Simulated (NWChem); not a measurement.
System: C2H5BF2O; SMILES C[C@H](O)B(F)F

Here is an NWChem input.

```
start job
memory heap 200 mb stack 900 mb global 1100 mb
geometry units angstroms noautoz
  C     -1.195777    -1.354813     0.474350
  C     -0.076110    -0.742346    -0.367089
  O      1.164052    -1.370891    -0.157456
  B      0.069211     0.797992    -0.075193
  F     -0.973506     1.595161    -0.244797
  F      1.185982     1.355623     0.335123
  H     -0.945487    -1.313383     1.545711
  H     -1.349269    -2.414030     0.208165
  H     -2.150762    -0.831252     0.317380
  H     -0.386112    -0.807185    -1.435621
  H      1.064967    -2.306977    -0.360246
end
basis spherical
  * library def2-tzvp
end
dft
  xc xcamb88 1.00 lyp 0.81 vwn_5 0.19 hfexch 1.00
  cam 0.33 cam_alpha 0.19 cam_beta 0.46
  iterations 150
  semidirect filesize 400000000
  mulliken
end
task dft energy
```

NWChem printed, in part:

```
             Northwest Computational Chemistry Package (NWChem) 7.3.0
             --------------------------------------------------------

 C1  symmetry detected

                             Geometry "geometry" -> ""
                             -------------------------

 Output coordinates in angstroms (scale by  1.889725989 to convert to a.u.)

  No.       Tag          Charge          X              Y              Z
 ---- ---------------- ---------- -------------- -------------- --------------
    1 C                    6.0000    -1.19828012    -1.34377525     0.46644145
    2 C                    6.0000    -0.08186599    -0.72511186    -0.37478664
    3 O                    8.0000     1.15874026    -1.35624910    -0.17584318
    4 B                    5.0000     0.06587115     0.81264126    -0.07072791
    5 F                    9.0000    -0.97699195     1.61192505    -0.22910922
    6 F                    9.0000     1.18484357     1.36605500     0.33930012
    7 H                    1.0000    -0.94325919    -1.31143846     1.53699952
    8 H                    1.0000    -1.35372041    -2.40063239     0.19213105
    9 H                    1.0000    -2.15355848    -0.81825657     0.31803174
   10 H                    1.0000    -0.39660318    -0.78083851    -1.44244811
   11 H                    1.0000     1.05807554    -2.29054528    -0.38597618

 Effective nuclear repulsion energy (a.u.)     236.5291617514

                                 NWChem DFT Module
                                 -----------------

 Summary of "ao basis" -> "ao basis" (spherical)
 ------------------------------------------------------------------------------
       Tag                 Description            Shells   Functions and Types
 ---------------- ------------------------------  ------  ---------------------
 C                         def2-tzvp                11       31   5s3p2d1f
 O                         def2-tzvp                11       31   5s3p2d1f
 B                         def2-tzvp                11       31   5s3p2d1f
 F                         def2-tzvp                11       31   5s3p2d1f
 H                         def2-tzvp                 4        6   3s1p

            General Information
            -------------------
          SCF calculation type: DFT
          Wavefunction type:  closed shell.
          No. of atoms     :    11
          No. of electrons :    48
           Alpha electrons :    24
            Beta electrons :    24
          Charge           :     0
          Spin multiplicity:     1
          Use of symmetry is: off; symmetry adaption is: off
          Maximum number of iterations: 150
          AO basis - number of functions:   216
                     number of shells:    86
          Convergence on energy requested:  1.00D-06
          Convergence on density requested:  1.00D-05
          Convergence on gradient requested:  5.00D-04

              XC Information
              --------------
                     Hartree-Fock (Exact) Exchange  1.000
                   CAM-Becke88 Exchange Functional  1.000
                      VWN V Correlation Functional  0.190 local
              Lee-Yang-Parr Correlation Functional  0.810

           Range-Separation Parameters
           ---------------------------
           Alpha           :  0.19
           Beta            :  0.46
           Gamma           :  0.33
           Short-Range HF  :     F

             Grid Information
             ----------------
          Grid used for XC integration:  medium
          Radial quadrature: Mura-Knowles
          Angular quadrature: Lebedev.
          Tag              B.-S. Rad. Rad. Pts. Rad. Cut. Ang. Pts.
          ---              ---------- --------- --------- ---------
          C                   0.70       49          10.0       434
          O                   0.60       49          10.0       434
          B                   0.85       49          11.0       434
          F                   0.50       49          12.0       434
          H                   0.35       45          11.0       434
          Grid pruning is: on
          Number of quadrature shells:   519
          Spatial weights used:  Erf1

      Superposition of Atomic Density Guess
      -------------------------------------

 Sum of atomic energies:        -375.99687924

      Non-variational initial energy
      ------------------------------

 Total energy =    -378.580933
 1-e energy   =    -986.987599
 2-e energy   =     371.877504
 HOMO         =      -0.354123
 LUMO         =       0.046253

     ---------------------------------------------
      Total Density - Mulliken Population Analysis
     ---------------------------------------------

    Atom       Charge   Shell Charges
 -----------   ------   -------------------------------------------------------
    1 C    6     6.52   0.86  1.12  0.56  0.66  0.15  1.26  1.41  0.45  0.01  0.04  0.00
    2 C    6     5.97   0.86  1.12  0.53  0.65  0.09  1.11  1.23  0.25  0.02  0.11  0.01
    3 O    8     8.68   0.79  1.18  0.59  0.94  0.26  1.97  2.14  0.78  0.00  0.02  0.00
    4 B    5     4.06   0.92  1.06  0.50  0.33  0.03  0.65  0.29  0.04  0.10  0.08  0.05
    5 F    9     9.43   0.77  1.20  0.61  0.99  0.32  2.36  2.32  0.84  0.00  0.01  0.00
    6 F    9     9.41   0.77  1.20  0.61  0.99  0.32  2.36  2.32  0.83  0.00  0.01  0.00
    7 H    1     0.84   0.24  0.45  0.13  0.02
    8 H    1     0.83   0.24  0.44  0.13  0.02
    9 H    1     0.83   0.24  0.44  0.13  0.02
   10 H    1     0.87   0.24  0.46  0.15  0.02
   11 H    1     0.57   0.20  0.27  0.06  0.04

   convergence    iter        energy       DeltaE   RMS-Dens  Diis-err
 ---------------- ----- ----------------- --------- --------- ---------
 d= 0,ls=0.0,diis     1   -379.0079429688 -6.16D+02  4.51D-03  1.45D+00
 d= 0,ls=0.0,diis     2   -379.0485135033 -4.06D-02  1.89D-03  1.20D+00
 d= 0,ls=0.0,diis     3   -379.1329057707 -8.44D-02  4.72D-04  7.29D-02
 d= 0,ls=0.0,diis     4   -379.1379473968 -5.04D-03  9.18D-05  1.18D-03
 d= 0,ls=0.0,diis     5   -379.1380442189 -9.68D-05  3.26D-05  1.96D-04
  Resetting Diis
 d= 0,ls=0.0,diis     6   -379.1380606362 -1.64D-05  1.21D-05  2.22D-05
 d= 0,ls=0.0,diis     7   -379.1380624319 -1.80D-06  4.72D-06  1.41D-06
 d= 0,ls=0.0,diis     8   -379.1380624537 -2.17D-08  1.96D-06  1.50D-06

         Total DFT energy =     -379.138062453650
      One electron energy =     -991.544890656398
           Coulomb energy =      422.183763458657
    Exchange-Corr. energy =      -46.306097007291
 Nuclear repulsion energy =      236.529161751381

 Numeric. integr. density =       48.000003813824

                       DFT Final Molecular Orbital Analysis
                       ------------------------------------

 Vector   22  Occ=2.000000D+00  E=-4.442470D-01
              MO Center= -1.6D-01, -1.1D+00,  7.9D-02, r^2= 3.3D+00
   Bfn.  Coefficient  Atom+Function         Bfn.  Coefficient  Atom+Function
  ----- ------------  ---------------      ----- ------------  ---------------
    68      0.264176   3 O  px               71      0.212674   3 O  px
     7     -0.187054   1 C  py              200     -0.158540   9 H  s
   194      0.145357   8 H  s                74      0.141026   3 O  px
    38      0.136589   2 C  py               10     -0.135235   1 C  py
   162      0.116199   6 F  py                6      0.112586   1 C  px

 Vector   23  Occ=2.000000D+00  E=-3.880596D-01
              MO Center=  7.3D-02, -7.1D-01, -1.4D-01, r^2= 2.7D+00
   Bfn.  Coefficient  Atom+Function         Bfn.  Coefficient  Atom+Function
  ----- ------------  ---------------      ----- ------------  ---------------
    38      0.214379   2 C  py              100     -0.190601   4 B  py
    68     -0.171605   3 O  px              103     -0.154864   4 B  py
    41      0.151958   2 C  py               69     -0.147424   3 O  py
    37      0.139099   2 C  px               97      0.139059   4 B  s
    71     -0.135715   3 O  px                6     -0.128336   1 C  px

 Vector   24  Occ=2.000000D+00  E=-3.576878D-01
              MO Center=  5.9D-01, -1.2D+00, -2.5D-01, r^2= 1.8D+00
   Bfn.  Coefficient  Atom+Function         Bfn.  Coefficient  Atom+Function
  ----- ------------  ---------------      ----- ------------  ---------------
    70      0.395200   3 O  pz               73      0.322488   3 O  pz
    76      0.278206   3 O  pz              206      0.174535  10 H  s
    39     -0.150403   2 C  pz              207      0.130753  10 H  s
    42     -0.105196   2 C  pz                6     -0.103620   1 C  px
    68     -0.101551   3 O  px              205      0.097821  10 H  s

 Vector   25  Occ=0.000000D+00  E= 3.850050D-02
              MO Center= -2.8D-01, -5.9D-01,  9.3D-02, r^2= 6.1D+00
   Bfn.  Coefficient  Atom+Function         Bfn.  Coefficient  Atom+Function
  ----- ------------  ---------------      ----- ------------  ---------------
     5      2.286063   1 C  s               195     -1.049589   8 H  s
    36      1.010464   2 C  s               207     -0.887914  10 H  s
    98     -0.829341   4 B  s               189     -0.793748   7 H  s
    44      0.532003   2 C  py              213     -0.523933  11 H  s
    45     -0.414002   2 C  pz              201     -0.404924   9 H  s

 Vector   26  Occ=0.000000D+00  E= 5.912792D-02
              MO Center=  2.7D-01,  8.5D-02, -9.0D-01, r^2= 5.9D+00
   Bfn.  Coefficient  Atom+Function         Bfn.  Coefficient  Atom+Function
  ----- ------------  ---------------      ----- ------------  ---------------
    36      2.536647   2 C  s                98     -1.527099   4 B  s
   207     -0.689653  10 H  s               213     -0.666947  11 H  s
    97      0.468259   4 B  s               107      0.460207   4 B  pz
   201     -0.447635   9 H  s                12     -0.429601   1 C  px
   103      0.398711   4 B  py              104      0.303618   4 B  pz

 Vector   27  Occ=0.000000D+00  E= 8.066415D-02
              MO Center=  1.8D-01, -6.6D-01, -2.6D-01, r^2= 9.1D+00
   Bfn.  Coefficient  Atom+Function         Bfn.  Coefficient  Atom+Function
  ----- ------------  ---------------      ----- ------------  ---------------
    98      1.782996   4 B  s               213     -1.263020  11 H  s
    97     -1.009691   4 B  s                67      0.545512   3 O  s
   195     -0.523881   8 H  s               103     -0.420717   4 B  py
   105     -0.408450   4 B  px               13     -0.373260   1 C  py
    44     -0.344252   2 C  py               75     -0.319758   3 O  py

     ---------------------------------------------
      Total Density - Mulliken Population Analysis
     ---------------------------------------------

    Atom       Charge   Shell Charges
 -----------   ------   -------------------------------------------------------
    1 C    6     6.40   0.85  1.12  0.51  0.64  0.19  1.35  1.24  0.45  0.02  0.04  0.00
    2 C    6     5.93   0.85  1.12  0.51  0.60  0.07  1.32  1.11  0.20  0.03  0.10  0.01
    3 O    8     8.43   0.79  1.18  0.59  0.89  0.33  1.92  1.87  0.82  0.00  0.03  0.00
    4 B    5     4.56   0.91  1.06  0.52  0.25  0.01  0.97  0.40  0.09  0.13  0.15  0.06
    5 F    9     9.24   0.77  1.20  0.62  0.94  0.39  2.31  2.09  0.92  0.00  0.01  0.00
    6 F    9     9.21   0.77  1.20  0.62  0.94  0.38  2.31  2.09  0.90  0.00  0.01  0.00
    7 H    1     0.87   0.27  0.47  0.10  0.02
    8 H    1     0.88   0.27  0.48  0.11  0.02
    9 H    1     0.87   0.27  0.47  0.11  0.02
   10 H    1     0.91   0.27  0.49  0.13  0.02
   11 H    1     0.70   0.26  0.35  0.05  0.05

     -------------------------------------------
      Total Density - Lowdin Population Analysis
     -------------------------------------------

    Atom       Charge   Shell Charges
 -----------   ------   -------------------------------------------------------
    1 C    6     6.28   0.91  1.04  0.37  0.35  0.17  1.15  1.38  0.64  0.02  0.24  0.02
    2 C    6     6.34   0.91  1.04  0.33  0.30  0.16  1.12  1.29  0.52  0.04  0.54  0.08
    3 O    8     7.98   0.87  1.09  0.53  0.56  0.29  1.76  1.87  0.94  0.00  0.07  0.00
    4 B    5     5.84   0.95  0.99  0.32  0.23  0.11  0.85  0.70  0.26  0.26  0.79  0.38
    5 F    9     8.65   0.86  1.10  0.57  0.65  0.35  2.14  2.05  0.92  0.00  0.02  0.00
    6 F    9     8.63   0.86  1.10  0.57  0.65  0.35  2.14  2.04  0.91  0.00  0.02  0.00
    7 H    1     0.87   0.25  0.39  0.16  0.06
    8 H    1     0.88   0.25  0.40  0.17  0.06
    9 H    1     0.86   0.25  0.39  0.16  0.06
   10 H    1     0.84   0.25  0.38  0.15  0.05
   11 H    1     0.83   0.25  0.31  0.11  0.16

     Multipole analysis of the density
     ---------------------------------

     L   x y z        total         alpha         beta         nuclear
     -   - - -        -----         -----         ----         -------
     0   0 0 0     -0.000000    -24.000000    -24.000000     48.000000

     1   1 0 0     -0.597972     -0.298986     -0.298986      0.000000
     1   0 1 0     -0.910928     -0.455464     -0.455464     -0.000000
     1   0 0 1     -0.272918     -0.136459     -0.136459     -0.000000

     2   2 0 0    -28.728244   -102.356625   -102.356625    175.985005
     2   1 1 0      0.509624     -3.747302     -3.747302      8.004229
     2   1 0 1     -0.831062      2.122090      2.122090     -5.075242
     2   0 2 0    -24.013783   -165.910427   -165.910427    307.807071
     2   0 1 1      0.736348      1.062099      1.062099     -1.387850
     2   0 0 2    -24.512839    -27.717656    -27.717656     30.922472
```

Level: CAM-B3LYP/def2-TZVP. Geometry: optimised at PBE0/def2-SVP.
